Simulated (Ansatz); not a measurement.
Basis sets compared for GeH4. The state is a singlet with charge 0. Geometry B3LYP-D4/def2-TZVP. Ansatz on 4 threads of Intel Xeon on a shared host; times are rough, and most runs start from earlier orbitals.

```xyz
5

Ge    0.000    0.000    0.000
H    -1.161   -0.219   -0.981
H    -0.043    1.440    0.531
H     1.333   -0.240   -0.723
H    -0.129   -0.982    1.174
```

The 6-31G sets use Cartesian d functions. B3LYP takes the VWN-RPA correlation.

Binding counts from free atoms (Ge triplet, H doublet) in the same basis, without a counterpoise term.

```csv
level,functions,energy (Eh),HOMO (eV),LUMO (eV),binding per atom (eV),wall time
HF/STO-3G,22,-2054.0734,-11.21,13.92,3.11,0.1 s
HF/6-31G,37,-2077.3146,-12.80,4.29,1.81,0.25 s
PBE-D4/def2-SVP,52,-2078.7940,-8.29,0.73,2.49,0.25 s
PBE-D4/def2-TZVP,72,-2079.0590,-8.35,0.17,2.50,0.3 s
r2SCAN-D4/def2-TZVP (with forces),72,-2079.3737,-8.70,0.71,2.56,0.7 s
B3LYP-D4/6-31G,37,-2079.0776,-9.44,1.56,2.50,0.35 s
B3LYP-D4/def2-TZVP,72,-2079.4443,-9.45,0.69,2.56,0.5 s
PBE0-D4/def2-SVP,52,-2078.8568,-9.62,1.56,2.51,0.4 s
PBE0-D4/def2-TZVP,72,-2079.1197,-9.65,1.07,2.51,0.6 s
```

Question: Estimate the rows for PBE-D4/def2-TZVPD, r2SCAN-D4/def2-TZVPD, PBE0-D4/def2-TZVPD.

Answer: 
```csv
level,functions,energy (Eh),HOMO (eV),LUMO (eV),binding per atom (eV),wall time
PBE-D4/def2-TZVPD,90,-2079.0594,-8.35,-0.44,2.50,0.4 s
r2SCAN-D4/def2-TZVPD,90,-2079.3741,-8.69,0.33,2.56,0.75 s
PBE0-D4/def2-TZVPD,90,-2079.1201,-9.65,0.24,2.51,0.45 s
```
